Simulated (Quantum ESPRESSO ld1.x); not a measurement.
Q: Coherent X-ray form factor from a spherical all-electron density. Calculated with ld1.x of Quantum ESPRESSO 7.5: scalar-relativistic Kohn-Sham, RPBE, spin-unpolarised, spherical densities, point nucleus.

sin(theta)/lambda (1/angstrom)  f0 (electrons)
0.05                                    32.906
0.1                                     32.627
0.15                                    32.173
0.2                                     31.560
0.25                                    30.810
0.3                                     29.946
0.4                                     27.980
0.5                                     25.862
0.6                                     23.754
0.8                                     19.941
1                                       16.803
1.25                                    13.620
1.5                                     11.036
2                                        7.528

The species is in the configuration that NIST lists as its ground one. Which atom or ion scatters so?

A: The antimony ion Sb18+, [Ar] 3d10 4s2 4p3. Extrapolating in s^2 from the first two rows gives f0(0) = 33.0, near the electron count 33; among species with that count, the fall with angle is slower the higher Z, and the table is that of Z = 51; from so few rows the species is fixed only to a neighbour or two.
